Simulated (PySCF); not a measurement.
C₂H₈OSi₃, SMILES O[Si@H]1C=C[Si@@H]1[SiH3]. Geometry optimised at B3LYP-D3(BJ)/def2-SVP. The structure was generated by enumeration; whether it is a known compound was not checked. Other conformers were not sampled.

Computed equilibrium geometry at B3LYP-D3(BJ)/def2-SVP (PySCF confirms it by a frequency run) as a Z-matrix (one conformer of several):
```
Si
H 1 1.4979
C 1 1.9058 2 113.54
C 3 1.3589 1 106.29 2 -112.92
H 3 1.0988 4 123.12 1 178.19
H 4 1.0989 3 123.07 5 -1.38
Si 4 1.8905 6 132.52 3 -176.43
O 7 1.6727 4 118.83 6 -60.88
H 8 0.9647 7 116.60 4 -55.08
H 7 1.4876 8 103.48 9 176.24
Si 1 2.3501 2 109.70 3 130.18
H 11 1.4935 1 109.33 2 178.31
H 11 1.4941 12 108.63 1 120.57
H 11 1.4948 12 108.43 13 117.59
```
Charge 0, spin multiplicity 1.
